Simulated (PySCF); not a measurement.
```xyz
8

C      2.0872    -0.3438    -0.1638
C      0.8978    -0.3412     0.0155
C     -0.5033    -0.3741     0.2427
C     -1.3406     0.6159    -0.0705
H      3.1368    -0.3373    -0.3258
H     -0.8887    -1.2787     0.7032
H     -0.9893     1.5301    -0.5302
H     -2.3999     0.5292     0.1288
```

Charge 0, multiplicity 1.

Problem. Give the Mulliken and meta-Löwdin atomic charges from PySCF with PBE-D3(BJ)/def2-TZVP // B3LYP-D3(BJ)/def2-TZVP.

Solution. 
```
atom  Mulliken (e)  meta-Löwdin (e)
----  ------------  ---------------
C1           -0.10            -0.21
C2           -0.02            -0.02
C3           -0.20            -0.11
C4           -0.22            -0.24
H5            0.16             0.17
H6            0.12             0.14
H7            0.13             0.13
H8            0.12             0.13
```
